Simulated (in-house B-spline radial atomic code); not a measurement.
A fraction x of an electron is removed from 4d in Rh⁴⁺, starting from [Kr] 4d5 and keeping the highest spin. Method: non-relativistic LC-wPBE, spin-polarised, spherical fractional occupations, point nucleus. Calculated with an all-electron radial atomic-structure program (B-spline basis).

Caution: exact exchange at fractional occupations of open shells leaves self-interaction of up to several eV.

```json
{"x": "0", "E(x) - E(0) (eV)": "0.0000", "4d up level (eV)": "-62.029"}
{"x": "0.09", "E(x) - E(0) (eV)": "5.6388", "4d up level (eV)": "-63.275"}
{"x": "0.23", "E(x) - E(0) (eV)": "14.6338", "4d up level (eV)": "-65.228"}
{"x": "0.29", "E(x) - E(0) (eV)": "18.5728", "4d up level (eV)": "-66.071"}
{"x": "0.47", "E(x) - E(0) (eV)": "30.6944", "4d up level (eV)": "-68.617"}
{"x": "0.5", "E(x) - E(0) (eV)": "32.7593", "4d up level (eV)": "-69.044"}
{"x": "0.55", "E(x) - E(0) (eV)": "36.2293", "4d up level (eV)": "-69.757"}
{"x": "0.73", "E(x) - E(0) (eV)": "49.0179", "4d up level (eV)": "-72.342"}
{"x": "0.81", "E(x) - E(0) (eV)": "54.8516", "4d up level (eV)": "-73.500"}
{"x": "0.99", "E(x) - E(0) (eV)": "68.3175", "4d up level (eV)": "-76.124"}
{"x": "1", "E(x) - E(0) (eV)": "69.0794", "4d up level (eV)": "-76.270"}
```

The exact functional would give a straight line between the two integer points. Deviations E(x) - E(0) - x[E(1) - E(0)], in eV: -0.578 at x = 0.09, -1.254 at x = 0.23, -1.46 at x = 0.29, -1.773 at x = 0.47, -1.78 at x = 0.5, -1.764 at x = 0.55, -1.41 at x = 0.73, -1.103 at x = 0.81, -0.071 at x = 0.99.

The curve lies below the straight line by up to 1.78 eV (at x = 0.5): convex, the delocalisation error, to which spherically averaged exact exchange adds.

How well does Slater's transition state (minus the level at half occupation) give the ionisation energy?

It gives 69.044 eV against 69.079 eV from the two total energies; NIST lists 63.00 eV, ground level to ground level. The end point has an open shell averaged over its orbitals, so its exact exchange keeps a self-interaction and this is no true integer point.
